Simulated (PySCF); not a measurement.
A structure optimised at PBE0-D3(BJ)/def2-TZVP, used in a PySCF frequency run:

```
C
O 1 1.1196
O 1 1.2153 2 174.60
H 3 0.9866 1 120.18 2 180.00
```
Charge +1, spin multiplicity 1.

Question: Write its SMILES, formula and point group.

Answer: O=C=[OH+], CHO2, Cs

Question: What are its rotational constants (standard atomic weights)?

Answer: 789.26, 10.877, 10.729 GHz
